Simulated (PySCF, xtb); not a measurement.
Si(H)(F)(Br)(NH2) (BrFH3NSi), SMILES N[SiH](Br)F.

xtb 6.7.1 with GFN2-xTB at its own geometry gives an orbital gap of 6.47 eV and a dipole moment of 5.95 D.

Geometry: PBE0-D3(BJ)/def2-SVP. The structure was generated by enumeration, and PubChem lists no compound with its InChIKey, so it may never have been made. One conformer was computed; it need not be the lowest.

**Question.** What does PBE/def2-TZVP run with PySCF give? (An estimate is asked for; the answer gives what the named calculation found.)

**Answer.** gap 6.38 eV (levels -6.77 and -0.39 eV), dipole 2.50 D.
